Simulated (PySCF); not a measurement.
Computed IR spectrum (relative IR intensity) of a molecule C4H9FSi. Coordinates come from a B3LYP-D3(BJ)/def2-SVP optimisation. The values are those of a single conformer. Calculation: B3LYP-D3(BJ)/def2-SVP run with PySCF. Frequencies are harmonic and unscaled.

Lines under 2 % of the strongest are left out, and lines within 2 cm⁻¹ are merged.

```
ν (cm⁻¹)  relative intensity
--------  ------------------
327                      3.7
389                      2.6
645                       21
664                       24
811                      2.2
850                       14
905                       13
927                       39
932                      100
953                       27
955                       23
1008                     5.0
1038                     6.4
1094                     4.7
1114                     4.0
1176                     7.1
1202                      18
1459                     6.8
1467                     3.1
2228                      36
2233                      66
2239                      64
3029                      14
3103                      11
3114                     5.8
3117                     4.1
3143                     5.0
```

Task: Which structure fits?
(A) C[C@]1(F)CC[SiH2]1
(B) FC[SiH2]C1CC1
(C) F[SiH2]C1CCC1
(D) C[C@H]1C[C@@]1(F)[SiH3]

Result: D, C[C@H]1C[C@@]1(F)[SiH3]
